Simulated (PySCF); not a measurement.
Delta-SCF ions had no search for a lower state. 

## cyclo[18]carbon `c1c#cc#cc#cc#cc#cc#cc#cc#cc#1` (charge 0, multiplicity 1)

All values below come from PySCF 2.14.0 with PBE0-D3(BJ)/def2-SVP // CAM-B3LYP-D3(BJ)/def2-SVP.

| Property | Value |
|---|---|
| HOMO | -6.99 eV |
| dipole moment | 0.000 e·Å |
| LUMO | -3.22 eV |
| HOMO–LUMO gap | 3.78 eV |
| vertical ionisation energy (Delta-SCF) | 8.29 eV |
| vertical electron affinity (Delta-SCF) | 1.91 eV |
| total energy | -684.0288 Ha |
| cost | about 21 core-minutes (a rough figure) |

```xyz
18

C     -3.4574     1.3320    -0.0039
C     -2.8543     2.4076    -0.0046
C     -1.7933     3.2434    -0.0047
C     -0.6398     3.6793    -0.0046
C      0.7102     3.6365    -0.0041
C      1.8739     3.2284    -0.0031
C      2.8807     2.3280    -0.0013
C      3.5100     1.2677     0.0005
C      3.7037    -0.0690     0.0022
C      3.5048    -1.2858     0.0034
C      2.7941    -2.4344     0.0044
C      1.8594    -3.2388     0.0053
C      0.5763    -3.6609     0.0052
C     -0.6568    -3.6757     0.0041
C     -1.9108    -3.1737     0.0024
C     -2.8647    -2.3922     0.0011
C     -3.5034    -1.2020    -0.0004
C     -3.7324     0.0096    -0.0021
```
